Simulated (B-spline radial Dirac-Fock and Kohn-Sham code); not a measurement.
Binding energies of Mn⁸⁺

System: manganese as Mn⁸⁺, [Ne] 3s2 3p5; nuclear rms radius 3.7057 fm (A = 55).

Input file task.json (cfg lists n, l and occupation; rrms is the nuclear radius in fm):

```json
{"items": [{
  "Z": 25,
  "q": 8,
  "cfg": [[1, 0, 2], [2, 0, 2], [2, 1, 6], [3, 0, 2], [3, 1, 5]],
  "A": 55,
  "rrms": 3.7057,
  "do": ["binding"]
}]}
```

Command: `python xray_run.py task.json out`

Level of theory: Dirac-Fock ΔSCF + Breit + QED; a radial B-spline solver. No correlation. Energies are counted from the vacuum level. Subshells whose hole state is unreliable or did not converge are left out.

All terms are in eV, carry their sign (relaxation lowers the binding energy) and add up to the binding energy; ⟨r⟩ is the mean radius of the orbital in the initial state.

```
  subshell  −ε (Koopmans)  relaxation  Gaunt  retardation  self-energy  vacuum polarisation  binding energy  ⟨r⟩ (bohr)
    K (1s)         6783.1      -29.28  -7.35         0.45        -3.43                 0.29          6743.8       0.061
   L1 (2s)          986.9       -7.47  -0.47         0.01        -0.33                 0.03           978.6       0.277
L2 (2p1/2)          867.2       -8.85  -0.86         0.09         0.05                 0.00           857.6       0.244
   M1 (3s)          262.1       -0.88  -0.07         0.00        -0.06                 0.00           261.1       0.780
 M2,3 (3p)          223.0       -0.90  -0.09         0.02         0.01                 0.00           222.1       0.798
```

For the deepest level, K (1s), the Breit terms make up -0.102 % of the binding energy, QED -0.047 % and orbital relaxation -0.434 %.

Going to the tabulated ground configuration of the next ion removes an electron from M2,3 (3p), computed at 222.1 eV. NIST lists 221.89 ± 0.17 eV as the ionisation energy of this species (semi-empirical), -0.18 eV from the computed value. Where a p, d or f shell is open in either ion the computed value averages over both j values and all terms, while the table refers to the lowest levels; that difference holds spin-orbit splitting (largest in heavy or highly charged ions), term energies where several electrons share open shells, and correlation, and it can reach 10 % or more.
